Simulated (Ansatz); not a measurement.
`[O]=[W]([F])(=[S])[Cl]` and `[NH2][W](=[O])(=[S])[Cl]` differ in one atom or group.

Ansatz, PBE0-D4/def2-TZVP geometries, multiplicity 1. Each molecule was computed in one conformer, which needn't be the lowest.

Elements past krypton have def2 core potentials.

```json
{"property": "LUMO energy (PBE/def2-TZVPP) / eV", "`[O]=[W]([F])(=[S])[Cl]`": "-3.93"}
{"property": "LUMO energy (PBE0/def2-TZVPP) / eV", "`[O]=[W]([F])(=[S])[Cl]`": "-3.25"}
{"property": "LUMO energy (ωB97M-V/def2-TZVPP) / eV", "`[O]=[W]([F])(=[S])[Cl]`": "-1.18"}
{"property": "zero-point energy (PBE0-D4/def2-TZVP) / kJ/mol", "`[O]=[W]([F])(=[S])[Cl]`": "22.6"}
{"property": "size of the dipole moment (B3LYP/def2-TZVPP) / D", "`[O]=[W]([F])(=[S])[Cl]`": "1.40"}
{"property": "ideal-gas entropy at 298 K and 1 bar (rigid rotor, harmonic PBE0-D4/def2-TZVP) / J/(mol·K)", "`[O]=[W]([F])(=[S])[Cl]`": "350"}
```

Q: Give the same properties after the change, and the shifts. (Best estimate.)

A: Computed: 
```tsv
property	`[NH2][W](=[O])(=[S])[Cl]`	shift
LUMO energy (PBE/def2-TZVPP) / eV	-3.23	0.70
LUMO energy (PBE0/def2-TZVPP) / eV	-2.53	0.72
LUMO energy (ωB97M-V/def2-TZVPP) / eV	-0.50	0.68
zero-point energy (PBE0-D4/def2-TZVP) / kJ/mol	84.5	61.9
size of the dipole moment (B3LYP/def2-TZVPP) / D	3.87	2.47
ideal-gas entropy at 298 K and 1 bar (rigid rotor, harmonic PBE0-D4/def2-TZVP) / J/(mol·K)	360	10
```

With PBE0 the HOMO rises by 0.53 eV and the LUMO rises by 0.72 eV, so the gap widens by about 0.19 eV. PBE moves the HOMO by 0.50 eV and ωB97M-V by 0.51 eV. The zero-point energy changes by 61.9 kJ/mol with +6 modes. Dipoles are sizes alone; their direction can turn.

B3LYP here is the variant with VWN-RPA as its local correlation; programs differ in this.
